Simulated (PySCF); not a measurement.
C5H13ClGe.
Geometry (PBE0-D3(BJ)/def2-SVP, Å), atoms numbered from 1 in this order:
```xyz
20
C5H13ClGe angstrom
C     -0.8496   -2.3396    1.4190
C     -0.2836   -1.0527    0.8172
C     -0.7099    0.1535    1.6541
C     -0.7690   -0.8945   -0.6243
Ge     1.6967   -1.1444    0.7920
C      2.4661   -0.6376    2.5353
Cl     1.8236   -1.6450    3.8710
H     -0.5596   -3.2257    0.8323
H     -0.5056   -2.4925    2.4526
H     -1.9535   -2.2968    1.4314
H     -1.8097    0.2563    1.6407
H     -0.2901    1.0965    1.2665
H     -0.4018    0.0454    2.7058
H     -0.4041    0.0381   -1.0829
H     -0.4452   -1.7326   -1.2630
H     -1.8732   -0.8700   -0.6526
H      2.2598   -0.1334   -0.2358
H      2.1822   -2.5629    0.4303
H      2.2308    0.4098    2.7703
H      3.5590   -0.7508    2.5323
```

Method: PySCF 2.14.0, PBE0-D3(BJ)/def2-SVP geometry optimisation, gas phase.

Masses are those of the commonest isotopes; rigid-rotor values at the optimised geometry. The values belong to one conformer with, in the numbering `[CH3:1][C:2]([CH3:3])([CH3:4])[GeH2:5][CH2:6][Cl:7]`, C2–Ge5–C6–Cl7 56°.

Task: What are A, B and C (GHz)?

Result: Ia = 249.33, Ib = 494.90, Ic = 608.06 u·Å²; 505379 MHz·u·Å²/I gives 2027, 1021 and 831.1 MHz, that is A = 2.0269, B = 1.0212, C = 0.8311 GHz.

Task: Classify the top.

Result: An asymmetric top: κ = (2 × 1021 − 2027 − 831.1)/(2027 − 831.1) = -0.68.

Task: Is it planar, by Δ = Ic − Ia − Ib?

Result: Not planar: Δ = Ic − Ia − Ib = -136.18 u·Å². For a rigid frame Δ = −2 Σ m c², so Σ m c² = 68.09 u·Å² lies off the ab plane: 23.93 from hydrogen and 44.16 from heavier atoms. The atom farthest from that plane is 2.24 Å away.

Task: Give the other two planar moments, Paa and Pbb, and the rms extents of the mass along the axes.

Result: Paa = Σ m a² = (Ib + Ic − Ia)/2 = 426.81 and Pbb = Σ m b² = (Ia + Ic − Ib)/2 = 181.24 u·Å². With the mass M = 181.99 u, the rms extents √(P/M) along a, b and c are 1.53, 1.00, 0.61 Å.

Task: Predict some low-J microwave lines.

Result: The dipole components are |μa| = 0.87 D, |μb| = 0.68 D, |μc| = 0.81 D. The squared components, which scale the intensities, stand as 1.00 : 0.60 : 0.86 (a : b : c). Some lines, for components of 0.1 D or more:

```
type  branch         J(Ka,Kc)   MHz  lower level (cm⁻¹)
   c       Q  2(1,2) ← 2(0,2)   840               0.185
   c       Q  1(1,1) ← 1(0,1)  1006               0.062
   b       Q  1(1,0) ← 1(0,1)  1196               0.062
   b       Q  2(1,1) ← 2(0,2)  1410               0.185
   b       R  2(0,2) ← 1(1,1)  2674               0.095
   c       Q  2(2,1) ← 2(1,1)  3017               0.232
   b       Q  2(2,0) ← 2(1,1)  3042               0.232
   a       R  2(1,2) ← 1(1,1)  3515               0.095
   a       R  2(1,1) ← 1(1,0)  3895               0.102
   c       R  2(1,1) ← 1(0,1)  5090               0.062
   c       R  2(2,0) ← 1(1,0)  6936               0.102
```

Task: Estimate the classical rotational partition function at 10 K, 50 K and 200 K.

Result: Point group C1, symmetry number σ = 1; q = (√π/σ)·√((kT/h)³/(ABC)), k/h = 20836.6 MHz/K: 4060 at 10 K, 45400 at 50 K, 364000 at 200 K.

PBE0-D3(BJ)/def2-SVP frequencies: not computed here. Constants of a rigid frame at the computed geometry: no zero-point averaging, no centrifugal distortion. A rigid rotor knows nothing of internal rotation, which can split or shift real lines. Quadrupole hyperfine structure (35Cl) is left out.
